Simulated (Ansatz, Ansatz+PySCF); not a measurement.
```yaml
atoms:
  - { symbol: C, position_ang: [1.4000, 0.0000, 0.0000] }
  - { symbol: C, position_ang: [0.7000, 1.2124, 0.0000] }
  - { symbol: C, position_ang: [-0.7000, 1.2124, 0.0000] }
  - { symbol: C, position_ang: [-1.4000, 0.0000, 0.0000] }
  - { symbol: C, position_ang: [-0.7000, -1.2124, 0.0000] }
  - { symbol: C, position_ang: [0.7000, -1.2124, 0.0000] }
  - { symbol: C, position_ang: [2.8000, 0.0000, 0.0000] }
  - { symbol: H, position_ang: [3.4000, 0.9000, 0.0000] }
  - { symbol: H, position_ang: [1.2425, 2.1521, 0.0000] }
  - { symbol: H, position_ang: [-1.2425, 2.1521, 0.0000] }
  - { symbol: H, position_ang: [-2.4850, 0.0000, 0.0000] }
  - { symbol: H, position_ang: [-1.2425, -2.1521, 0.0000] }
  - { symbol: H, position_ang: [1.2425, -2.1521, 0.0000] }
```

Basis set: def2-SVP (spherical functions). Charge 0, multiplicity 1.

Computed with Ansatz (development build ahead of 0.2.0); each method stands on the lowest determinant of its kind that the runs found. Restricted functionals stand beside restricted open-shell atoms, which can lie above the unrestricted atoms usual in DFT and then raise those values.

The atomization energy at this shape (free ground-state atoms in the same class of orbitals less the molecule, no zero-point energy) of singlet C7H6:

```tsv
method	atomization energy
PBE0 (unrestricted)	64.53 eV
PBE0 (restricted)	64.40 eV
UHF	47.86 eV
RHF	47.81 eV
```

Question: What does ωB97X (restricted) give?

Answer: 63.52 eV. Caution: another spin multiplicity may lie lower. Caution for PBE0 (unrestricted): the unrestricted determinant is spin contaminated. Caution for PBE0 (restricted), RHF: an unrestricted determinant lies well below. Caution for UHF: the unrestricted determinant is a mixture of spin states.

The shape needn't be a minimum at these levels.
